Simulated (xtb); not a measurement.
silylphosphine (H5PSi), SMILES [SiH3]P. All values are semi-empirical tight-binding results from xtb (GFN2-xTB unless named), good for trends rather than for accurate numbers. Coordinates come from a GFN2-xTB optimisation.

Computed properties:
The point group as xtb finds it is Cs. The orbital gap is 4.77 eV and the zero-point energy is 25.6 kcal/mol. The G − E(el) at 298.15 K (modified RRHO) comes out as 8.9 kcal/mol and the static polarisability (D4 model) is 58.0 bohr³. The solvation energy, GFN2-xTB/ALPB(water) is 0.5 kcal/mol and the solvation energy, GFN2-xTB/ALPB(ch2cl2) comes out as -2.6 kcal/mol.
